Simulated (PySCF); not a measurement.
C2H6ClFSi. Atoms are numbered in the order given.

```xyz
11

F     -1.1058    -1.3605     0.3606
C     -0.9711    -0.2614    -0.4178
Cl    -1.1096     1.1965     0.6182
C      0.3521    -0.2887    -1.1379
Si     1.9001    -0.2315    -0.0317
H     -1.8335    -0.2191    -1.1007
H      0.3978     0.5540    -1.8456
H      0.3830    -1.2139    -1.7383
H      1.7574    -1.1465     1.1361
H      3.0527    -0.6845    -0.8688
H      2.1720     1.1559     0.4404
```
Charge 0, spin multiplicity 1.

The structure is a stationary point at PBE0-D3(BJ)/def2-SVP. The structure was generated by enumeration; whether it is a known compound was not checked. The values are those of a single conformer.

Level of theory: PBE0-D3(BJ)/def2-SVP run with PySCF.

Frequencies are harmonic and unscaled.

| mode | ν (cm⁻¹) | IR (km/mol) | moving atoms (share of kinetic energy) |
|---|---|---|---|
| 1 | 57 | 0.2 | H 50 %, Cl 19 %, Si 15 %, F 11 % |
| 2 | 131 | 0.5 | H 51 %, F 26 %, Si 9 %, C 9 % |
| 3 | 165 | 2.9 | Si 38 %, H 23 %, Cl 21 %, F 11 % |
| 4 | 323 | 1.8 | H 36 %, C 28 %, F 18 %, Cl 16 % |
| 5 | 383 | 1.9 | F 52 %, Cl 33 %, C 10 % |
| 6 | 511 | 25.1 | H 50 %, C 26 %, F 11 %, Cl 10 % |
| 7 | 525 | 8.2 | H 90 % |
| 8 | 617 | 3.7 | C 45 %, Si 30 %, H 24 % |
| 9 | 678 | 8.8 | C 46 %, H 35 %, Cl 14 % |
| 10 | 804 | 43.4 | C 57 %, H 29 % |
| 11 | 850 | 49.6 | H 52 %, C 38 % |
| 12 | 915 | 207.9 | H 90 %, Si 10 % |
| 13 | 942 | 36.3 | H 97 % |
| 14 | 948 | 40.8 | H 97 % |
| 15 | 983 | 77.2 | H 52 %, C 37 %, F 10 % |
| 16 | 1108 | 62.8 | H 64 %, C 21 %, F 14 % |
| 17 | 1212 | 52.9 | H 55 %, C 32 %, F 12 % |
| 18 | 1256 | 73.2 | C 59 %, H 39 % |
| 19 | 1299 | 26.7 | H 77 %, C 21 % |
| 20 | 1378 | 21.4 | H 79 %, C 20 % |
| 21 | 1412 | 18.4 | H 87 %, C 13 % |
| 22 | 2233 | 105.2 | H 97 % |
| 23 | 2254 | 60.6 | H 98 % |
| 24 | 2261 | 90.8 | H 96 % |
| 25 | 3076 | 1.1 | H 94 % |
| 26 | 3120 | 20.9 | H 92 %, C 8 % |
| 27 | 3145 | 0.5 | H 91 %, C 9 % |
